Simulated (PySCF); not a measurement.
# Steps of a relaxation of [La(NH3)3]3+

[La(NH3)3]3+ (singlet). PySCF 2.14.0, RKS PBE0, La lcecp-1-SVP with ECP46, N def2-SVP, H def2-SVP; non-relativistic Hamiltonian with scalar-relativistic core potentials where named; density fitting; no spin-orbit coupling. Origin of the start: displaced along the imaginary mode. Columns: position (Å) and force (eV/Å). Energies are counted from the last step; some of the 4 steps are shown. Forces carry noise of the integration grid, about 0.01 to 0.03 eV/Å.

Run from Python with OMP_NUM_THREADS=2. Where DIIS fails, smearing, a level shift and second-order steps follow.
It took 25 s on 2 threads of Intel(R) Xeon(R) Platinum 8488C (Sapphire Rapids), on a shared host, from the converged density of the start.

```xyz
13
step 0  E = 0.130 eV
La    0.0000    0.0000   -0.0053     0.00    0.00    0.00
N     2.5626    0.0010    0.0141     0.91    0.01    0.01
H     3.0071   -0.6710    0.7057    -0.31    0.67   -0.69
H     3.0145   -0.2636   -0.9100    -0.31    0.26    0.93
H     3.0113    0.9339    0.2500    -0.32   -0.95   -0.24
N    -1.2821    2.2188    0.0141    -0.46    0.79    0.01
H    -0.9225    2.9397    0.7057    -0.43   -0.60   -0.69
H    -1.2789    2.7424   -0.9100    -0.07   -0.40    0.93
H    -2.3144    2.1409    0.2500     0.98    0.20   -0.24
N    -1.2805   -2.2198    0.0141    -0.45   -0.79    0.01
H    -2.0846   -2.2688    0.7057     0.74   -0.07   -0.69
H    -1.7356   -2.4788   -0.9100     0.38    0.14    0.93
H    -0.6968   -3.0748    0.2500    -0.66    0.75   -0.24
```

```xyz
13
step 1  E = 0.000 eV
La    0.0000    0.0000   -0.0058     0.00    0.00    0.00
N     2.5640    0.0013    0.0143     0.01    0.00   -0.01
H     3.0107   -0.6504    0.6833    -0.01   -0.01    0.03
H     3.0185   -0.2559   -0.8799    -0.01    0.00   -0.03
H     3.0141    0.9051    0.2423    -0.01    0.02    0.01
N    -1.2831    2.2199    0.0143     0.00    0.01    0.00
H    -0.9421    2.9325    0.6833     0.01    0.00    0.03
H    -1.2877    2.7420   -0.8799     0.01    0.00   -0.03
H    -2.2908    2.1577    0.2423    -0.01   -0.01    0.01
N    -1.2809   -2.2211    0.0143    -0.01    0.00   -0.01
H    -2.0686   -2.2821    0.6833     0.00    0.01    0.03
H    -1.7308   -2.4861   -0.8799     0.00    0.01   -0.03
H    -0.7232   -3.0628    0.2423     0.02    0.00    0.01
```

```xyz
13
step 2  E = 0.000 eV
La    0.0000    0.0000   -0.0090     0.00    0.00   -0.01
N     2.5640    0.0007    0.0137     0.01    0.00    0.00
H     3.0085   -0.6501    0.6857    -0.01    0.00    0.00
H     3.0182   -0.2557   -0.8816    -0.01    0.00    0.01
H     3.0125    0.9052    0.2435    -0.01    0.00    0.00
N    -1.2826    2.2201    0.0137    -0.01    0.01    0.00
H    -0.9412    2.9305    0.6857     0.01    0.00    0.00
H    -1.2876    2.7417   -0.8816     0.00    0.00    0.01
H    -2.2902    2.1563    0.2435     0.00   -0.01    0.00
N    -1.2814   -2.2208    0.0137     0.00   -0.01    0.00
H    -2.0673   -2.2804    0.6857     0.00    0.01    0.00
H    -1.7306   -2.4860   -0.8816     0.00    0.01    0.01
H    -0.7224   -3.0615    0.2435     0.01    0.01    0.00
```

Problem. Where does the relaxation end?

Solution. It converges at step 3 in C3:
```xyz
13
step 3  E = 0
La    0.0000    0.0000   -0.0132
N     2.5638    0.0008    0.0137
H     3.0066   -0.6506    0.6862
H     3.0188   -0.2560   -0.8811
H     3.0111    0.9058    0.2438
N    -1.2826    2.2199    0.0137
H    -0.9398    2.9291    0.6862
H    -1.2877    2.7424   -0.8811
H    -2.2900    2.1548    0.2438
N    -1.2812   -2.2207    0.0137
H    -2.0668   -2.2785    0.6862
H    -1.7311   -2.4864   -0.8811
H    -0.7211   -3.0606    0.2438
```

Problem. How did the contacts change?

Solution. 
| contact | start (Å) | end (Å) |
| --- | --- | --- |
| La1–N2 (NH3) | 2.563 | 2.564 |
| La1–N6 (NH3) | 2.563 | 2.564 |
| La1–N10 (NH3) | 2.563 | 2.564 |


A frequency check found unstable modes (4, the lowest at -37 cm⁻¹), so the relaxed geometry is a saddle point, or these are noise.
